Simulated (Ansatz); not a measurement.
Reaction R1 → 0.5 P1 + 1.5 P2, each structure at its B3LYP-D3(BJ)/def2-TZVP stationary point, reached from a drawn start (curvature not checked).
R1, C2H6 (SMILES CC) (charge 0, multiplicity 1, Z-matrix in Å and degrees):
```
C
H 1 1.0919
H 1 1.0919 2 107.56
H 1 1.0919 2 107.56 3 115.59
C 1 1.5262 2 111.32 4 122.20
H 5 1.0919 1 111.32 2 180.00
H 5 1.0919 6 107.56 1 -122.20
H 5 1.0919 6 107.56 7 -115.59
```
P1: C atom, charge 0, multiplicity 3.
P2, CH4 (SMILES C) (charge 0, multiplicity 1):
```xyz
5

C      0.00000     0.00000     0.00000
H      0.62892     0.62892     0.62892
H     -0.62892    -0.62892     0.62892
H      0.62892    -0.62892    -0.62892
H     -0.62892     0.62892    -0.62892
```

P less R. No zero-point or thermal terms; singlets are restricted closed shells; open shells are unrestricted; no spin–orbit coupling.

Cores are frozen in the correlated methods. CBS: X⁻³ extrapolation of the correlation energy, Hartree–Fock from the larger set.

Programs: Ansatz (a first-principles code). No computed number here is a measurement.

The comparison value is 81.96 kcal/mol (CCSD(T)/CBS(cc-pVTZ, cc-pVQZ)). It is a level with limits of its own, not the exact answer.

Q: Order these levels by how close they come to the comparison value for the reaction energy, closest first: HF/cc-pVDZ, HF/cc-pVQZ, r2SCAN/def2-TZVPP, revPBE/def2-TZVPP, PBE0/def2-TZVPP. Give each level's value less the comparison value.

A: revPBE/def2-TZVPP (-0.56 kcal/mol), r2SCAN/def2-TZVPP (1.14 kcal/mol), PBE0/def2-TZVPP (3.53 kcal/mol), HF/cc-pVQZ (-22.87 kcal/mol), HF/cc-pVDZ (-23.22 kcal/mol)
